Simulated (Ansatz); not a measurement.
`CB1C=CC=C1C1=CC=CB1C`. Charge 0, multiplicity 3. Geometry r2SCAN-D4/def2-SVP, that of the neutral singlet; atoms count from 1.

```tsv
atom	x (Å)	y (Å)	z (Å)
C1	1.334	2.821	-0.031
B2	0.151	2.039	-0.677
C3	-1.040	2.682	-1.478
C4	-1.987	1.710	-1.594
C5	-1.565	0.422	-1.012
C6	-0.295	0.485	-0.482
C7	0.411	-0.614	0.098
C8	1.765	-0.645	0.348
C9	2.199	-1.946	0.891
C10	1.173	-2.831	1.035
B11	-0.131	-2.061	0.612
C12	-1.590	-2.536	0.882
H13	1.662	3.684	-0.634
H14	2.205	2.235	0.292
H15	0.901	3.259	0.894
H16	-1.188	3.705	-1.835
H17	-2.973	1.831	-2.061
H18	-2.196	-0.471	-1.058
H19	2.473	0.162	0.136
H20	3.250	-2.139	1.143
H21	1.307	-3.837	1.442
H22	-2.393	-2.028	0.330
H23	-1.761	-2.298	1.954
H24	-1.711	-3.629	0.806
```

At PBE0-D4/def2-TZVP a singlet of charge 0 lies 0.64 eV below the triplet at the same geometry.

**Question.** Estimate the Mulliken populations from the PBE0/def2-TZVP orbitals of Ansatz.

**Answer.** 
| atom | charge (e) | spin (α − β) |
| --- | --- | --- |
| C1 | -0.42 | 0.00 |
| B2 | 0.11 | 0.12 |
| C3 | -0.23 | 0.43 |
| C4 | -0.10 | -0.13 |
| C5 | -0.08 | 0.57 |
| C6 | -0.04 | 0.05 |
| C7 | -0.04 | 0.05 |
| C8 | -0.08 | 0.57 |
| C9 | -0.10 | -0.13 |
| C10 | -0.23 | 0.43 |
| B11 | 0.11 | 0.12 |
| C12 | -0.42 | 0.00 |
| H13 | 0.14 | 0.00 |
| H14 | 0.11 | 0.00 |
| H15 | 0.15 | 0.01 |
| H16 | 0.12 | -0.02 |
| H17 | 0.12 | 0.00 |
| H18 | 0.12 | -0.03 |
| H19 | 0.12 | -0.03 |
| H20 | 0.12 | 0.00 |
| H21 | 0.12 | -0.02 |
| H22 | 0.11 | 0.00 |
| H23 | 0.15 | 0.01 |
| H24 | 0.14 | 0.00 |
Mulliken values depend strongly on the basis.

**Question.** Where does the spin sit?

**Answer.** Summed by element: C 1.83, B 0.25, H -0.08, of 2 unpaired in all. Largest on single atoms: C5 0.57, C8 0.57, C10 0.43.

**Question.** And the Mayer bond orders between heavy atoms (over 0.3)?

**Answer.** C1–B2 1.07 (1.56 Å); B2–C3 1.11 (1.57 Å); B2–C6 1.02 (1.63 Å); C3–C4 1.56 (1.36 Å); C4–C5 1.24 (1.48 Å); C5–C6 1.23 (1.38 Å); C6–C7 1.36 (1.43 Å); C7–C8 1.23 (1.38 Å); C7–B11 1.02 (1.63 Å); C8–C9 1.24 (1.48 Å); C9–C10 1.56 (1.36 Å); C10–B11 1.11 (1.57 Å); B11–C12 1.07 (1.56 Å).
